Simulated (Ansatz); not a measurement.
## Ligand exchange: C2H9FSi2 + CH3FO → C2H10OSi2 + CH2F2

Gas-phase species: C2H9FSi2 `F[SiH2]CC[SiH3]`, singlet; CH3FO `OCF`, singlet; C2H10OSi2 `O[SiH2]CC[SiH3]`, singlet; CH2F2 (difluoromethane) `FCF`, singlet. The partners trade F for OH: Si–F and C–OH bonds give way to Si–OH and C–F.

Shapes, held fixed at every level: PBE0-D4/def2-TZVP. Flexible molecules stand in one conformer, not always the lowest. Programs: Ansatz 0.2.0. The zero-point and thermal change to 298 K, harmonic and unscaled (PBE0-D4/def2-TZVP), is -2.4 kJ/mol.

Q: Estimate ΔH(298 K) of this reaction.

A: The highest level, CCSD(T)/CBS estimate, gives ΔH(298 K) = +46.4 kJ/mol; the levels span +42.7 to +46.4. The column of differences is taken from that level and isn't an error. No measured value is set beside it here. The CBS estimate extrapolates MP2 from def2-TZVPP and def2-QZVPP and adds CCSD(T) − MP2 in the triple-zeta set, cores frozen.

| level | kind | ΔH(298 K) (kJ/mol) | less CCSD(T)/CBS estimate |
| --- | --- | --- | --- |
| r2SCAN-D4/def2-TZVPP | meta-GGA | +42.7 | -3.7 |
| wB97X-V/def2-TZVPP | range-separated hybrid | +44.1 | -2.3 |
| B2PLYP/def2-TZVPP | double hybrid | +45.5 | -0.9 |
| CCSD(T)/def2-SVP | coupled cluster or CI | +43.3 | -3.1 |
| CCSD/def2-SVP | coupled cluster or CI | +44.3 | -2.1 |
| CCSD/def2-TZVPP | coupled cluster or CI | +44.9 | -1.5 |
| CCSD(T)/CBS estimate | coupled cluster or CI | +46.4 | 0.0 |
